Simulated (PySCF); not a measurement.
Compound: C₂H₇BF₂Si.
Numbering: `[F:1][B:2]([F:3])[CH2:4][CH2:5][SiH3:6]` (hydrogens: H7, H8 on C4; H9, H10 on C5; H11, H12, H13 on Si6)

Method used: PBE0-D3(BJ)/def2-SVP geometry optimisation, gas phase in PySCF 2.14.0.

Task: Give the optimised bond lengths and angles.

Result: 
| bond | length (Å) | order |
| --- | --- | --- |
| F1–B2, B2–F3 | 1.322 | single |
| B2–C4 | 1.562 | single |
| C4–C5 | 1.531 | single |
| C5–Si6 | 1.888 | single |
| C4–H7, C4–H8 | 1.106 | single |
| C5–H9, C5–H10 | 1.103 | single |
| Si6–H11, Si6–H12, Si6–H13 | 1.496 | single |

Bonds in one row agree within 0.01 Å and their mean is given. Orders are formal, as drawn. A selection of angles:
| angle | degrees |
| --- | --- |
| F1–B2–F3 | 116.3 |
| F1–B2–C4 | 121.9 |
| B2–C4–C5 | 115.5 |
| B2–C4–H7 | 109.1 |
| B2–C4–H8 | 104.5 |
| C5–C4–H7 | 112.1 |
| C5–C4–H8 | 110.5 |
| H7–C4–H8 | 104.4 |
| C4–C5–Si6 | 113.3 |
| C4–C5–H9 | 110.4 |
| C4–C5–H10 | 111.0 |
| Si6–C5–H9 | 107.8 |
| H9–C5–H10 | 106.1 |
| C5–Si6–H11 | 111.1 |
| C5–Si6–H12 | 110.1 |
| H11–Si6–H12 | 108.9 |
| H12–Si6–H13 | 107.9 |

Torsions: F1–B2–C4–C5 25° (synperiplanar); B2–C4–C5–Si6 71° (synclinal). The mirror-image conformer, all signs reversed, is as good.

Si6 (SiH3 silicon) is tetrahedral (angles from 107.9° to 111.1°). Of the pairs four or more bonds apart, F1···H9 is among the closest relative to their van der Waals radii: 2.70 Å, 101 % of the sum of Bondi's values. B2 (three-coordinate boron) is planar (angles 121.9°, 121.8° and 116.3°, sum 359.9°, 0.02 Å off the plane of its three neighbours).

Point group: C1 (no symmetry element, even within 0.4 Å). No frequency check. One conformer, not necessarily the lowest.
